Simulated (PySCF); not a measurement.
Species: C4H3N2, net charge -1, singlet state. It need not be the lowest isomer of its formula. Whether it binds its extra electron was not tested at this geometry. SMILES: [c-]1cncnc1
Coordinates optimised at B3LYP-D3(BJ)/def2-TZVP (Ansatz):
```
C
N 1 1.3301
N 1 1.3301 2 126.53
C 2 1.3522 1 114.88 3 0.00
C 3 1.3522 1 114.88 2 0.00
H 1 1.0909 2 116.74 4 -180.00
H 4 1.0946 2 112.55 1 180.00
H 5 1.0946 3 112.55 1 180.00
C 4 1.4072 7 119.98 2 -180.00
```
Charge -1, spin multiplicity 1.

Dispersion corrections to the total energy (kcal/mol) from the dftd3 and dftd4 libraries through PySCF: D3(BJ) without and D4 with the three-body term, each with the damping fitted for the functional named.

```
functional  D3(BJ)     D4
----------  ------  -----
r2SCAN       -1.35    [?]
TPSSh          [?]  -7.35
PBE          -5.10  -5.98
B2PLYP       -4.02  -4.15
PBE0         -4.32  -4.95
BHLYP          [?]  -6.66
HSE06        -3.15  -4.55
```

**Question.** Complete the blanks.

**Answer.** 
- r2SCAN, D4: -1.43
- TPSSh, D3(BJ): -5.80
- BHLYP, D3(BJ): -6.85
